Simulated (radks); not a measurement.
The numbers below are computed, except where a source is named.
Spherical quantum dot in the effective-mass picture: electrons in a parabolic well V = omega^2 r^2 / 2 with omega = 0.616, with a point charge +2 (a donor) at the centre, all in effective atomic units (hartree* = m*/eps^2 hartree, bohr* = eps/m* bohr), one dielectric constant everywhere. Level of theory: non-relativistic Kohn-Sham, LDA (Slater exchange, Perdew-Wang correlation), spin-polarised, spherical densities (a radial shooting solver with Libxc functionals). Levels are named by radial order and angular momentum (1s, 1p, 1d, 2s, ...), and open shells are averaged over m.

N = 18, configuration 1s2 1p6 1d(up 5, down 3) 2s2. This is the lowest configuration that the search found. Occupied and some empty levels:

| level | occupation | eigenvalue (hartree*) | <r> (bohr*) |
|---|---|---|---|
| 1s up | 1 | 5.8671 | 1.020 |
| 1s down | 1 | 5.8718 | 1.009 |
| 1p up | 3 | 6.6352 | 2.572 |
| 1p down | 3 | 6.6567 | 2.566 |
| 2s up | 1 | 6.6631 | 2.636 |
| 2s down | 1 | 6.6835 | 2.643 |
| 1d up | 5 | 6.9779 | 3.018 |
| 1d down | 3 | 7.0008 | 3.022 |
| 1f up | 0 | 7.3382 | 3.322 |
| 1f down | 0 | 7.3602 | 3.329 |
| 2p up | 0 | 7.3827 | 2.829 |
| 2p down | 0 | 7.3972 | 2.834 |
| 1g up | 0 | 7.7262 | 3.572 |
| 1g down | 0 | 7.7465 | 3.581 |

Energy (hartree*): total 67.3646, kinetic 11.841, external 6.6449, Hartree 55.531, exchange-correlation -6.6517.

Electron density:

| r (bohr*) | n(r) (e/bohr*^3) |
|---|---|
| 0.112 | 2.736 |
| 0.532 | 0.5737 |
| 0.953 | 0.1657 |
| 1.37 | 0.09586 |
| 1.79 | 0.09486 |
| 2.21 | 0.09763 |
| 2.63 | 0.08704 |
| 3.06 | 0.06394 |
| 3.48 | 0.03771 |
| 3.90 | 0.01742 |
| 4.32 | 0.006227 |
| 4.74 | 0.001715 |
| 5.16 | 0.0003615 |
| 5.58 | 0.00005896 |
